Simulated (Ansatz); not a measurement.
Program: Ansatz. Geometries: PBE0-D4/def2-TZVP. ΔE: electronic, gas phase. CBS: MP2 limit from def2 TZ/QZ plus the TZ coupled-cluster correction, frozen cores. DFT in def2-TZVPP. B3LYP here is the variant with VWN-RPA as its local correlation; programs differ in this. For Ge outer-core shells are correlated without core-valence functions, which leaves a few kJ/mol of doubt a bond. Scalar relativity is left out up to krypton. Each species was taken in one conformer, which may not be the lowest.

Reaction (redistribution): `[NH2][GeH2][CH]=O` + `Cl[CH2][GeH3]` → `[NH2][GeH2][Cl]` + `O=C[CH2][GeH3]`

Question: Is it downhill or uphill in electronic energy at CCSD(T)/CBS, and by how much? (An estimate is asked.)

Answer: The calculation gave: Downhill: ΔE = -181.2 kJ/mol.

Question: What do these levels give: PBE-D4, r2SCAN-D4, PBE0-D4, ωB97X-V, ωB97M-V, B2PLYP, PBE, r2SCAN, B3LYP, CCSD/def2-TZVPP, HF/def2-QZVPP, MP2/CBS(def2)? (Estimate.)

Answer: Ansatz gave: PBE-D4 -178.7, r2SCAN-D4 -189.6, PBE0-D4 -186.6, ωB97X-V -183.7, ωB97M-V -184.1, B2PLYP -184.9, PBE -178.3, r2SCAN -189.5, B3LYP -181.7, CCSD/def2-TZVPP -183.7, HF/def2-QZVPP -198.2, MP2/CBS(def2) -189.3 kJ/mol.

Largest T1 diagnostic among the species: 0.013.

From PBE to PBE0 (25 % exact exchange), in def2-TZVPP and without D4, ΔE moves by −7.9 kJ/mol. In def2-TZVPP, CCSD(T) changes the Hartree–Fock value by +16.1 kJ/mol (the triples alone add +1.6 kJ/mol) and MP2 by +8.0 kJ/mol.
